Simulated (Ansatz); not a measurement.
Start from `[AlH2][N]([SiH3])[SiH3]` and change one element to get `BN([SiH3])[SiH3]`.

Ansatz, PBE0-D4/def2-TZVP geometries, multiplicity 1. 

```tsv
property	`[AlH2][N]([SiH3])[SiH3]`
HOMO–LUMO gap (B3LYP/def2-TZVPP) / eV	6.30
HOMO energy (ωB97M-V/def2-TZVPP) / eV	-10.19
HOMO–LUMO gap (PBE0/def2-TZVPP) / eV	6.72
LUMO energy (B3LYP/def2-TZVPP) / eV	-1.41
HOMO energy (B3LYP/def2-TZVPP) / eV	-7.71
HOMO–LUMO gap (PBE/def2-TZVPP) / eV	4.72
```

Question: What does the change do to each property? (Best estimate.)

Answer: Computed: 
```
                             property  `BN([SiH3])[SiH3]`  shift
HOMO–LUMO gap (B3LYP/def2-TZVPP) / eV                7.32   1.02
HOMO energy (ωB97M-V/def2-TZVPP) / eV              -10.69  -0.50
 HOMO–LUMO gap (PBE0/def2-TZVPP) / eV                7.75   1.03
  LUMO energy (B3LYP/def2-TZVPP) / eV               -0.90   0.51
  HOMO energy (B3LYP/def2-TZVPP) / eV               -8.22  -0.51
  HOMO–LUMO gap (PBE/def2-TZVPP) / eV                5.57   0.85
```

With PBE0 the HOMO falls by 0.51 eV and the LUMO rises by 0.52 eV, so the gap widens by about 1.03 eV. PBE moves the HOMO by -0.52 eV and ωB97M-V by -0.50 eV.

B3LYP here is the variant with VWN-RPA as its local correlation; programs differ in this.
